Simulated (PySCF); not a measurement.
PySCF 2.14 output of an unrestricted BLYP calculation on a single atom or ion in ANO-RCC-VTZP, with the spin-free X2C one-electron Hamiltonian (Gaussian nucleus):

```
SCF conv_tol = 1e-09
number electrons alpha = 30  beta = 28
    A. D. Becke.,  Phys. Rev. A 38, 3098 (1988)
    C. Lee, W. Yang, and R. G. Parr.,  Phys. Rev. B 37, 785 (1988)
    B. Miehlich, A. Savin, H. Stoll, and H. Preuss.,  Chem. Phys. Lett. 157, 200 (1989)
cycle= 1 E= -8859.71851614954  delta_E= -0.0193  |g|= 0.0803  |ddm|= 0.33
cycle= 2 E= -8859.71838700466  delta_E= 0.000129  |g|= 0.0821  |ddm|= 0.197
cycle= 3 E= -8859.71966724464  delta_E= -0.00128  |g|= 0.0134  |ddm|= 0.115
cycle= 4 E= -8859.71971465227  delta_E= -4.74e-05  |g|= 0.00356  |ddm|= 0.0616
cycle= 5 E= -8859.71971902501  delta_E= -4.37e-06  |g|= 0.000865  |ddm|= 0.00578
cycle= 6 E= -8859.71971904094  delta_E= -1.59e-08  |g|= 0.000657  |ddm|= 0.00856
cycle= 7 E= -8859.71971916575  delta_E= -1.25e-07  |g|= 0.000117  |ddm|= 0.00133
cycle= 8 E= -8859.71971917113  delta_E= -5.37e-09  |g|= 1.78e-05  |ddm|= 0.000926
cycle= 9 E= -8859.71971917154  delta_E= -4.17e-10  |g|= 3.56e-06  |ddm|= 9.21e-05
converged SCF energy = -8859.71971917154  <S^2> = 2.0011646  2S+1 = 3.0007763
```

The run itself started from symmetry-adapted Hartree-Fock orbitals and held the occupation by maximum overlap, on a logarithmic radial grid, so the iterations belong to that start.

Question: Which element, charge and spin multiplicity is this?

Answer: Ce (cerium, neutral), multiplicity 3; the state was [Xe] 4f2 6s2, one real determinant (an excited configuration).

⟨L²⟩ = 23.94 against 30 for a pure H term, so this real determinant mixes terms. Spin-orbit coupling, absent here, splits the open shell strongly.
